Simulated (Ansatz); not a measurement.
Basis sets compared for (I2In-mu-H)3 (In3H3I6). Charge 0, multiplicity 1. Geometry PBE-D4/def2-SVP. Ansatz on 2 threads of AMD EPYC 7R13 on a shared host and a share (18 GiB) of an NVIDIA H100 80GB HBM3; times are rough, and most runs start from earlier orbitals.

```xyz
12

In   -0.0143    1.9817   -0.5568
I    -1.3229    3.3565   -2.4544
I     1.7403    2.9423    1.2364
H     0.8306    0.4796   -1.3719
In    1.3314   -1.3041   -0.9086
I     0.1973   -2.9121   -2.7352
I     3.8978   -1.2705   -0.1305
H     0.2566   -1.3663    0.6668
In   -1.3550   -0.6708    1.4171
I    -3.3951   -2.1037    0.4174
I    -0.8761   -0.0939    3.9938
H    -1.2906    0.9611    0.4259
```

In the def2 sets I, In take a core potential; there is no spin–orbit coupling. Single mean-field runs in def2-TZVP are fitted with def2-universal-jkfit.

Binding counts from free atoms (In doublet, I doublet, H doublet) in the same basis, without a counterpoise term.

```json
{"level": "PBE-D4/def2-SVP", "functions": "249", "energy (Eh)": "-2358.6665", "HOMO (eV)": "-6.62", "LUMO (eV)": "-4.27", "binding per atom (eV)": "2.04", "wall time": "9.5 s"}
{"level": "PBE0-D4/def2-SVP", "functions": "249", "energy (Eh)": "-2358.8307", "HOMO (eV)": "-7.80", "LUMO (eV)": "-3.71", "binding per atom (eV)": "2.03", "wall time": "24 s"}
```

Problem. Estimate the rows for PBE-D4/def2-TZVP (with forces), PBE0-D4/def2-TZVP.

Solution. 
```tsv
level	functions	energy (Eh)	HOMO (eV)	LUMO (eV)	binding per atom (eV)	wall time
PBE-D4/def2-TZVP (with forces)	468	-2358.7498	-6.70	-4.29	2.05	7.5 s
PBE0-D4/def2-TZVP	468	-2358.9080	-7.83	-3.67	2.05	3.4 s
```
